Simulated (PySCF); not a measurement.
TPSS on Hf⁻ (hafnium, charge -1), [Xe] 4f14 5d3 6s2, high-spin 4F determinant. All numbers are calculated (PySCF 2.14, scalar relativity through the core potential, in aug-cc-pVTZ-PP with ECP60MDF (6s6p5d3f2g, 88 functions)).

```
cycle= 1 E= -48.4426402284865  delta_E= -0.0203  |g|= 0.0202  |ddm|= 1.12
cycle= 2 E= -48.4395027939774  delta_E= 0.00314  |g|= 0.0591  |ddm|= 0.434
cycle= 3 E= -48.4444533564041  delta_E= -0.00495  |g|= 0.00588  |ddm|= 0.212
cycle= 4 E= -48.4445116442401  delta_E= -5.83e-05  |g|= 0.000416  |ddm|= 0.0329
cycle= 5 E= -48.4445119261447  delta_E= -2.82e-07  |g|= 0.000266  |ddm|= 0.0047
cycle= 6 E= -48.4445120208715  delta_E= -9.47e-08  |g|= 2.8e-05  |ddm|= 0.000914
cycle= 7 E= -48.4445120221775  delta_E= -1.31e-09  |g|= 1.11e-06  |ddm|= 9.5e-05
cycle= 8 E= -48.4445120221815  delta_E= -4.04e-12  |g|= 7.44e-07  |ddm|= 2.21e-05
converged SCF energy = -48.4445120221815  <S^2> = 3.7703856  2S+1 = 4.0101798
```

Highest occupied orbital energy: 1.836 eV; ⟨L²⟩ = 12.03; populations by l: s 4.00, p 6.00, d 3.00, f 0.00.

**Question.** Can this result be used?

**Answer.** With care. The run converged. Energies and moments cover only the electrons outside the core potential. Spin-orbit coupling, absent here, splits the open shell strongly. The configuration of this anion was assumed by filling the next shell in order. It is not the known or likely ground configuration (Ca⁻, Sr⁻ and Ba⁻, for instance, bind a p electron), so these values are not the electron affinity of the element. At TPSS the highest occupied level has a positive energy, so only the finite basis holds that electron.
